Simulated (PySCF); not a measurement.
H₄HfO₄, charge +1, doublet, at the geometry of the source list (the multiplicity is a formal guess) (core potentials on Hf); PySCF with BLYP/def2-SVP.

PySCF was given this input:
```python
from pyscf import gto, scf, dft

mol = gto.Mole()
mol.atom = '''
    Hf    0.031500   -0.213700   -0.035300
    O     1.545400   -0.438800   -1.108700
    H     2.148000    0.313400   -1.132000
    O     0.442700    0.012200    1.773200
    H     0.348700    0.937500    2.029200
    O    -0.617200    1.445100   -0.607300
    H    -1.080800    1.384500   -1.453600
    O    -1.310100   -1.512600   -0.156700
    H    -1.508400   -1.927500    0.691200
'''
mol.basis = 'def2-svp'
mol.ecp = {'Hf': 'def2-svp'}
mol.charge = 1
mol.spin = 1
mol.verbose = 4
mol.build()

mf = dft.UKS(mol)
mf.xc = 'blyp'
mf.kernel()
```

Output, abridged:

```
PySCF version 2.14.0

[INPUT] verbose = 4
[INPUT] num. atoms = 9
[INPUT] num. electrons = 47
[INPUT] charge = 1
[INPUT] spin (= nelec alpha-beta = 2S) = 1
[INPUT] symmetry False subgroup None
[INPUT] Mole.unit = angstrom
[INPUT] Symbol           X                Y                Z      unit          X                Y                Z       unit  Magmom
[INPUT]  1 Hf     0.031500000000  -0.213700000000  -0.035300000000 AA    0.059526372924  -0.403834472820  -0.066707332197 Bohr   0.0
[INPUT]  2 O      1.545400000000  -0.438800000000  -1.108700000000 AA    2.920382752903  -0.829211823459  -2.095139354305 Bohr   0.0
[INPUT]  3 H      2.148000000000   0.313400000000  -1.132000000000 AA    4.059131715566   0.592240167439  -2.139169973008 Bohr   0.0
[INPUT]  4 O      0.442700000000   0.012200000000   1.773200000000 AA    0.836581755345   0.023054658720   3.350862364079 Bohr   0.0
[INPUT]  5 H      0.348700000000   0.937500000000   2.029200000000 AA    0.658947499636   1.771618241780   3.834632251967 Bohr   0.0
[INPUT]  6 O     -0.617200000000   1.445100000000  -0.607300000000 AA   -1.166338964082   2.730843222609  -1.147630675448 Bohr   0.0
[INPUT]  7 H     -1.080800000000   1.384500000000  -1.453600000000 AA   -2.042415995430   2.616325819460  -2.746905894668 Bohr   0.0
[INPUT]  8 O     -1.310100000000  -1.512600000000  -0.156700000000 AA   -2.475730195793  -2.858399736017  -0.296120083719 Bohr   0.0
[INPUT]  9 H     -1.508400000000  -1.927500000000   0.691200000000 AA   -2.850462886294  -3.642447105099   1.306178697299 Bohr   0.0

nuclear repulsion = 219.21513522173
number of shells = 48
number of NR pGTOs = 181
number of NR cGTOs = 108
basis = def2-svp
ecp = {'Hf': 'def2-svp'}

******** <class 'pyscf.dft.uks.UKS'> ********
method = UKS
initial guess = minao
damping factor = 0
level_shift factor = 0
DIIS = <class 'pyscf.scf.diis.CDIIS'>
diis_start_cycle = 1
diis_space = 8
diis_damp = 0
SCF conv_tol = 1e-09
SCF conv_tol_grad = None
SCF max_cycles = 50
direct_scf = True
direct_scf_tol = 1e-13
number electrons alpha = 24  beta = 23
XC library pyscf.dft.libxc version 7.1.2
    S. Lehtola, C. Steigemann, M. J. T. Oliveira, and M. A. L. Marques,  SoftwareX 7, 1–5 (2018)
XC functionals = blyp
    A. D. Becke,  Phys. Rev. A 38, 3098 (1988)
    C. Lee, W. Yang, and R. G. Parr,  Phys. Rev. B 37, 785 (1988)
    B. Miehlich, A. Savin, H. Stoll, and H. Preuss,  Chem. Phys. Lett. 157, 200 (1989)
radial grids:
    Treutler-Ahlrichs [JCP 102, 346 (1995); DOI:10.1063/1.469408] (M4) radial grids

becke partition: Becke, JCP 88, 2547 (1988); DOI:10.1063/1.454033
pruning grids: <function nwchem_prune>
grids dens level: 3
symmetrized grids: False
atomic radii adjust function: <function treutler_atomic_radii_adjust>
small_rho_cutoff = 0
Set gradient conv threshold to 3.16228e-05
tot grids = 119352
init E= -338.767473265668

cycle= 1 E= -350.489171667541  delta_E= -11.7  |g|= 0.932  |ddm|=  5.6
cycle= 2 E= -349.321247255333  delta_E= 1.17  |g|= 1.83  |ddm|= 2.34
cycle= 3 E= -350.589282450782  delta_E= -1.27  |g|= 0.764  |ddm|= 1.74
cycle= 4 E= -350.70357920296  delta_E= -0.114  |g|= 0.523  |ddm|= 1.02
cycle= 5 E= -350.741616071904  delta_E= -0.038  |g|= 0.495  |ddm|= 0.936
cycle= 6 E= -350.798610653473  delta_E= -0.057  |g|= 0.325  |ddm|= 0.956
cycle= 7 E= -350.759208038526  delta_E= 0.0394  |g|= 0.421  |ddm|= 0.763
cycle= 8 E= -350.776826899321  delta_E= -0.0176  |g|= 0.378  |ddm|= 0.898
cycle= 9 E= -350.824102722471  delta_E= -0.0473  |g|= 0.249  |ddm|= 0.232
cycle= 10 E= -350.814227633645  delta_E= 0.00988  |g|= 0.277  |ddm|=  0.9
cycle= 11 E= -350.832873584496  delta_E= -0.0186  |g|= 0.211  |ddm|= 0.33

cycle= 12 E= -350.849960073481  delta_E= -0.0171  |g|= 0.132  |ddm|= 0.961
cycle= 13 E= -350.819989145716  delta_E= 0.03  |g|= 0.261  |ddm|= 0.822

cycle= 14 E= -350.852680992991  delta_E= -0.0327  |g|= 0.114  |ddm|= 0.779

cycle= 15 E= -350.849354860899  delta_E= 0.00333  |g|= 0.131  |ddm|= 0.297

cycle= 16 E= -350.827878487189  delta_E= 0.0215  |g|= 0.235  |ddm|= 0.856

cycle= 17 E= -350.832888703076  delta_E= -0.00501  |g|= 0.217  |ddm|= 0.0935
cycle= 18 E= -350.836030612996  delta_E= -0.00314  |g|= 0.205  |ddm|= 0.0482
cycle= 19 E= -350.835410571457  delta_E= 0.00062  |g|= 0.207  |ddm|= 0.0259
cycle= 20 E= -350.797895328602  delta_E= 0.0375  |g|= 0.324  |ddm|= 0.358
cycle= 21 E= -350.807925862706  delta_E= -0.01  |g|= 0.299  |ddm|= 0.152
cycle= 22 E= -350.804104502307  delta_E= 0.00382  |g|= 0.309  |ddm|= 0.0653

cycle= 23 E= -350.839644353392  delta_E= -0.0355  |g|= 0.188  |ddm|= 0.319
cycle= 24 E= -350.795617146783  delta_E= 0.044  |g|= 0.339  |ddm|= 0.908
cycle= 25 E= -350.845614377998  delta_E= -0.05  |g|= 0.16  |ddm|= 0.441
cycle= 26 E= -350.845932545213  delta_E= -0.000318  |g|= 0.156  |ddm|= 0.134
cycle= 27 E= -350.839955030869  delta_E= 0.00598  |g|= 0.186  |ddm|= 0.759
cycle= 28 E= -350.83477115124  delta_E= 0.00518  |g|= 0.209  |ddm|= 0.0616
cycle= 29 E= -350.845823988337  delta_E= -0.0111  |g|= 0.158  |ddm|= 0.136
cycle= 30 E= -350.820694859175  delta_E= 0.0251  |g|= 0.259  |ddm|= 0.273
cycle= 31 E= -350.828051656812  delta_E= -0.00736  |g|= 0.234  |ddm|= 0.0788
cycle= 32 E= -350.830922290533  delta_E= -0.00287  |g|= 0.225  |ddm|= 0.0764
cycle= 33 E= -350.853754149446  delta_E= -0.0228  |g|= 0.107  |ddm|= 0.323
cycle= 34 E= -350.858135903092  delta_E= -0.00438  |g|= 0.0653  |ddm|= 0.312
cycle= 35 E= -350.853275249002  delta_E= 0.00486  |g|= 0.113  |ddm|= 0.166
cycle= 36 E= -350.85905480045  delta_E= -0.00578  |g|= 0.0514  |ddm|= 0.118
cycle= 37 E= -350.860568427229  delta_E= -0.00151  |g|= 0.0109  |ddm|= 0.11
cycle= 38 E= -350.860124728745  delta_E= 0.000444  |g|= 0.0289  |ddm|= 0.0724
cycle= 39 E= -350.860450654482  delta_E= -0.000326  |g|= 0.0173  |ddm|= 0.103
cycle= 40 E= -350.86058442129  delta_E= -0.000134  |g|= 0.00851  |ddm|= 0.0187
cycle= 41 E= -350.860608030905  delta_E= -2.36e-05  |g|= 0.00562  |ddm|= 0.00592
cycle= 42 E= -350.860623835597  delta_E= -1.58e-05  |g|= 0.00227  |ddm|= 0.0177
cycle= 43 E= -350.86062687297  delta_E= -3.04e-06  |g|= 0.000333  |ddm|= 0.00589
cycle= 44 E= -350.860626934505  delta_E= -6.15e-08  |g|= 9.92e-05  |ddm|= 0.000545
cycle= 45 E= -350.860626940471  delta_E= -5.97e-09  |g|= 5.35e-06  |ddm|= 0.000222
cycle= 46 E= -350.86062694048  delta_E= -9.09e-12  |g|= 3.29e-06  |ddm|= 5.03e-06
Extra cycle  E= -350.860626922757  delta_E= 1.77e-08  |g|= 0.000172  |ddm|= 0.000395
SCF not converged.
SCF energy = -350.860626922757 after 50 cycles  <S^2> = 0.75377297  2S+1 = 2.0037694
```

Convergence was not reached.
